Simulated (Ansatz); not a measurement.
System (SMILES): N#P (N-P).
Atoms: N1, P2. Bonds: N1-P2.

Basis-set convergence of the highest harmonic wavenumber at MP2 with Ansatz (a first-principles code). Each level at its own minimum, finite differences of forces, unscaled; the reference is a large set that could be run, not a limit. Cartesian d functions, on some or all atoms, in 6-31G*, 6-311G**, 6-311+G**; all else is spherical. Cores are frozen. A restricted Hartree-Fock determinant is unstable towards unrestricted orbitals. No added dispersion term, no relativity. Reference: the value in aug-cc-pV(Q+d)Z, 1201 cm⁻¹, itself unsure by roughly 7 cm⁻¹ (its mean distance from def2-QZVPP, cc-pV(Q+d)Z, aug-cc-pV(T+d)Z).

```
basis              functions  highest harmonic wavenumber (cm⁻¹)
-----------------  ---------  ----------------------------------
def2-SVP                  32                                   …
6-31G*                    34                                   …
cc-pV(D+d)Z               37                                   …
6-311G**                  45                                1177
6-311+G**                 53                                1178
aug-cc-pV(D+d)Z           55                                   …
pcseg-2                   64                                1200
def2-TZVP                 68                                1189
cc-pV(T+d)Z               69                                1195
def2-TZVPP                73                                1191
def2-TZVPPD               85                                1190
6-311++G(3df,3pd)         86                                1205
jun-cc-pV(T+d)Z           87                                1192
aug-cc-pV(T+d)Z          101                                1188
cc-pCVTZ                 102                                1195
cc-pV(Q+d)Z              119                                1205
def2-QZVPP               127                                1206
aug-cc-pV(Q+d)Z          169                                1201
```

Problem. What belongs in the gaps?

Solution. 
- def2-SVP, highest harmonic wavenumber (cm⁻¹): 1174
- 6-31G*, highest harmonic wavenumber (cm⁻¹): 1152
- cc-pV(D+d)Z, highest harmonic wavenumber (cm⁻¹): 1147
- aug-cc-pV(D+d)Z, highest harmonic wavenumber (cm⁻¹): 1143
